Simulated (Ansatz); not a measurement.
The cluster Zn5Te4, relaxed as a quintet with UKS PBE-D4/def2-SVP in Ansatz, starting from the PBE-D4/def2-SVP geometry of the neutral singlet. Force threshold 0.03 eV/Å.

In the def2 sets Te takes a core potential; there is no spin–orbit coupling. At PBE-D4/def2-SVP a singlet of charge 0 lies 2.44 eV below the quintet, each at its own geometry. The structure comes from a short search, and lower isomers may exist.

Start:

```xyz
9

Zn   -2.585   -1.096    0.028
Zn   -0.363   -0.635    1.915
Zn   -0.660    0.089   -1.884
Zn    4.027    2.054   -0.159
Zn    1.754    0.712    0.001
Te   -1.704   -2.727    1.685
Te    0.882    1.497    2.219
Te   -3.073    0.676   -1.647
Te    1.721   -0.570   -2.158
```

(1) Estimate the energy that the relaxation releases and the steps that it takes.

(2) Does the start keep its bonding?

(3) Predict the relaxed structure.

Results:

(1) 2.96 eV, in 20 steps; 7.3 min on 4 threads of Intel Xeon on a shared host. The force fell under the threshold at step 19, but the optimiser went on. No frequencies were taken in this run, so the end may be a saddle point.

(2) Bonds formed: Zn2–Te9, Zn4–Te7, Zn4–Te9 (atoms count from 1). Metal–metal contacts that move far: Zn2–Zn3 3.88 to 2.64 Å, Zn3–Zn5 3.13 to 2.47 Å.

(3) 
```csv
atom,x (Å),y (Å),z (Å)
Zn1,-2.369,-1.044,-0.115
Zn2,0.116,-0.508,0.961
Zn3,-0.698,0.601,-1.291
Zn4,3.280,0.908,0.007
Zn5,0.902,2.002,-0.030
Te6,-1.421,-2.487,1.714
Te7,1.679,1.101,2.352
Te8,-3.087,0.241,-2.172
Te9,1.598,-0.814,-1.424
```
Bond lengths (bridged metal pairs left out): 10 × Te–Zn 2.51 to 2.85 Å; 1 × Zn–Zn 2.47 Å.
